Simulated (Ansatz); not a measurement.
Abridged output of a molecular run in Ansatz:

```
Functional definition: HF
1388 factors; integrals over basis functions are off by at most 9.8e-4 eV
mean field evaluation 1: about -74735.3766 eV, gradient 5.6e1 eV
mean field evaluation 2: about -74735.5192 eV, gradient 5.6e1 eV
mean field evaluation 4: about -74740.9618 eV, gradient 2.2e0 eV
mean field evaluation 8: about -74741.0252 eV, gradient 2.6e-1 eV
mean field -74741.02569579 eV, -2746.6820330335 hartree, gradient 2.1e-6 eV, S^2 0.000000; 0 other end points of the search recorded, 0 dependent functions left out
12 core orbitals not correlated: weight in the atoms' cores, before any rotation towards them, 1.000 or more for the frozen orbitals, at most 0.000 for the correlated occupied ones
reference -74741.02569579 eV, -2746.6820330335 hartree; 25, 25 occupied and 174, 174 virtual orbitals, 1388 factors
second order -36.53057174 eV of doubles, -0.00000000 eV of singles
cycle   1  -35.40475655 eV  change     1.1e0 eV  update   1.7e-1
cycle   2  -36.24579414 eV  change   -8.4e-1 eV  update   6.7e-2
cycle   3  -36.47083869 eV  change   -2.3e-1 eV  update   2.8e-2
cycle   4  -36.44619446 eV  change    2.5e-2 eV  update   7.9e-3
cycle   5  -36.43398621 eV  change    1.2e-2 eV  update   2.6e-3
cycle   6  -36.43556934 eV  change   -1.6e-3 eV  update   9.3e-4
cycle   7  -36.43564496 eV  change   -7.6e-5 eV  update   3.0e-4
cycle   8  -36.43534589 eV  change    3.0e-4 eV  update   1.3e-4
cycle   9  -36.43539328 eV  change   -4.7e-5 eV  update   4.5e-5
cycle  10  -36.43545026 eV  change   -5.7e-5 eV  update   1.7e-5
perturbative correction -1.28191296 eV, -0.0471094325 hartree
Total energy: -74778.74305901 eV, -2748.0681205660 hartree
```

Its atoms:

Z-matrix (Å, degrees):
```
Hf
F 1 1.890
F 1 1.894 2 111.1
F 1 1.894 2 111.1 3 119.7
Se 1 2.578 2 106.9 3 -120.1
H 5 1.474 1 88.3 2 -180.0
```

Q: Which basis set was used?
A. def2-SVPD
B. def2-SVP
C. def2-TZVPP
D. cc-pV(D+d)Z

A: C. It gives 211 functions.

Q: Write the keys of the input that set method, charge and spin (a neutral closed shell needs none for the last two).

A: 
```yaml
correlation: {method: ccsd_t}
```
